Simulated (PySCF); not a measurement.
SMILES c1cc(-c2ccc(C)s2)ccc1, singlet at its GFN2-xTB optimised geometry (Å):

```
22

C      4.0833    -1.4162     0.1132
C      2.8069    -0.6570     0.0503
C      2.6218     0.6859    -0.0617
C      1.2652     1.0658    -0.0896
C      0.3977     0.0121     0.0000
C     -1.0505     0.0121     0.0000
C     -1.7618    -1.1898    -0.0007
C     -3.1421    -1.1975    -0.0052
C     -3.8459    -0.0045    -0.0088
C     -3.1540     1.1957    -0.0052
C     -1.7733     1.2082     0.0000
S      1.2870    -1.4852     0.1221
H      4.1673    -1.9502     1.0598
H      4.9257    -0.7351     0.0193
H      4.1340    -2.1523    -0.6887
H      3.4344     1.3887    -0.1238
H      0.9530     2.0904    -0.1799
H     -1.2178    -2.1238     0.0005
H     -3.6721    -2.1388    -0.0067
H     -4.9257    -0.0094    -0.0135
H     -3.6959     2.1304    -0.0052
H     -1.2511     2.1523     0.0080
```

Method: B3LYP/def2-SVP in PySCF.

Map of the Laplacian of the electron density (e/bohr⁵) on the plane z = 0.8 Å:

```
|777777777777777777777777777|
|777777777777777777777777777|
|777777777777777777777777777|
|777777777777777777777777777|
|777777777777777777777777777|
|777777777777777777777777777|
|777777777777777777777777777|
|777777777777777777777777777|
|777777777777777777777777777|
|777777888888777877777777777|
|777777889888778888887777777|
|777778888888888888887777777|
|777788899998988999887777777|
|777788898898988989888777777|
|777788899998988999889887777|
|777778888888889469899997777|
|777777888888778029896097777|
|777777888888778788788287777|
|777777777777777777778877777|
|777777777777777777777777777|
|777777777777777777777777777|
|777777777777777777777777777|
|777777777777777777777777777|
|777777777777777777777777777|
|777777777777777777777777777|
|777777777777777777777777777|
|777777777777777777777777777|
```
Scale: ten equal steps from -0.490 (start of '0') to 0.174 (end of '9'), in the order '0123456789'; x runs from -7.00 to 7.00, y from -7.00 (bottom) to 7.00 (top).
